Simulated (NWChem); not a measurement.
# SiH5O4 cation; SMILES O[Si](O)(O)[OH2+]

```xyz
10

O     -1.0076     1.2342    -0.5433
Si    -0.0598     0.1364     0.1413
O     -0.6956    -1.0752     0.9898
O      1.3569     0.7425     0.5944
O      0.4708    -0.9878    -1.2074
H     -1.9519     1.1339    -0.7102
H     -0.9042    -1.0621     1.9309
H      1.5235     1.6885     0.6866
H      1.2449    -0.7874    -1.7625
H      0.3992    -1.9454    -1.0389
```
Atoms are numbered in this order, from 1.

All runs: NWChem. Pople sets run with spherical d functions. Geometry: optimised at PBE0/def2-SVP. GIAO values for the isolated, static molecule; σ is the absolute isotropic shielding, δ = σ(reference) − σ with the isolated reference molecule computed at the same levels (1H: tetramethylsilane, 17O: water, 29Si: tetramethylsilane).

```csv
level,δ O1 (ppm),δ Si2 (ppm),δ O4 (ppm),δ O5 (ppm),δ H6 (ppm),δ H8 (ppm),δ H10 (ppm)
B3LYP/6-311G**,59.4,-77.0,49.2,60.6,3.90,3.75,5.30
KT2/pcSseg-1,62.0,-76.8,51.3,58.5,4.14,4.00,5.52
Hartree-Fock/6-31G*,?,?,?,?,?,?,?
```

Q: Fill in the missing entries.

A: 
- Hartree-Fock/6-31G*, δ O1 (ppm): 23.0
- Hartree-Fock/6-31G*, δ Si2 (ppm): -73.7
- Hartree-Fock/6-31G*, δ O4 (ppm): 17.2
- Hartree-Fock/6-31G*, δ O5 (ppm): 34.0
- Hartree-Fock/6-31G*, δ H6 (ppm): 4.26
- Hartree-Fock/6-31G*, δ H8 (ppm): 4.18
- Hartree-Fock/6-31G*, δ H10 (ppm): 5.97
